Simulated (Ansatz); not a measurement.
Geometry optimisation, Ansatz 0.2.0, RKS B3LYP-D4/STO-3G.

input.yaml

```yaml
crystal:
  periodic: [false, false, false]
  atoms:
    - { symbol: C, position_ang: [-1.4045, 0.7367, -0.1953] }
    - { symbol: C, position_ang: [-0.2363, -0.0284, -0.6484] }
    - { symbol: B, position_ang: [0.086, -1.2133, 0.3772] }
    - { symbol: Si, position_ang: [1.8241, -0.2154, 0.4952] }
    - { symbol: O, position_ang: [0.9311, 0.7633, -0.6304] }
    - { symbol: H, position_ang: [-1.2963, 1.228, 0.8043] }
    - { symbol: H, position_ang: [-2.3282, 0.1354, -0.1886] }
    - { symbol: H, position_ang: [-1.5881, 1.6294, -0.9298] }
    - { symbol: H, position_ang: [-0.3836, -0.4178, -1.6278] }
    - { symbol: H, position_ang: [-0.376, -2.1917, 0.851] }
    - { symbol: H, position_ang: [1.9359, 0.4315, 1.8206] }
    - { symbol: H, position_ang: [2.9127, -0.913, -0.0939] }
basis:
  gaussian: { orbitals: STO-3G }
hamiltonian:
  xc: b3lyp
  dispersion: d4
relax:
  f_tol: 0.015
  max_steps: 40
```

Command:

```bash
$ ansatz run input.yaml --threads 1 --pin off --max-ram 2048MiB --backend cpu --events-out ev --progress --plain --runs-dir out
```

Q: Where does it end, and by what steps?

A: The run converged. The force dipped under the threshold on the way, but the program's further checks kept it going. Limits of this set-up: minimal basis. After 25 steps the energy has fallen by 1.666 eV; H10 moved furthest, 1.25 Å. Joined: B3–O5 (2.37 → 1.64 Å).

```
step  energy less start (eV)  largest force component (eV/Å)  accepted
   0                  0.0000                           4.413       yes
   1                 -0.8524                           1.424       yes
   2                 -0.9307                           0.375       yes
   3                 -0.9382                           0.126       yes
   4                 -0.9398                           0.081       yes
   5                 -0.9404                           0.027       yes
   6                 -0.9413                           0.060       yes
   7                 -0.9428                           0.137       yes
   8                 -0.9445                           0.164       yes
   9                 -0.9477                           0.176       yes
  10                 -0.9533                           0.419       yes
  11                 -0.9668                           0.273       yes
  12                 -1.0005                           0.398       yes
  13                 -1.0641                           0.662       yes
  14                 -1.1722                           0.888       yes
  15                 -1.3567                           1.185       yes
  16                 -1.6217                           0.598       yes
  17                 -1.6483                           0.395       yes
  18                 -1.6625                           0.293       yes
  19                 -1.6645                           0.036       yes
  20                 -1.6642                           0.112        no
  21                 -1.6647                           0.012       yes
  22                 -1.6652                           0.031       yes
  23                 -1.6655                           0.032       yes
  24                 -1.6450                           0.558        no
  25                 -1.6657                           0.008       yes
```

```xyz
12
Properties=species:S:1:pos:R:3
C -1.256 0.965 -0.036
C -0.602 -0.319 -0.598
B 0.257 -1.424 0.098
Si 1.557 -0.242 0.823
O 0.903 -0.288 -0.898
H -0.874 1.238 0.957
H -2.338 0.781 0.053
H -1.113 1.820 -0.718
H -1.094 -0.621 -1.542
H 0.295 -2.563 -0.141
H 1.368 1.083 1.375
H 2.973 -0.485 0.660
```

Whether the end is a true minimum wasn't checked by a vibrational analysis.

Run time: 2.7 min on 1 thread of Intel(R) Xeon(R) Processor @ 2.50GHz (Skylake/Cascade Lake), on a shared host, peak memory 0.15 GiB.
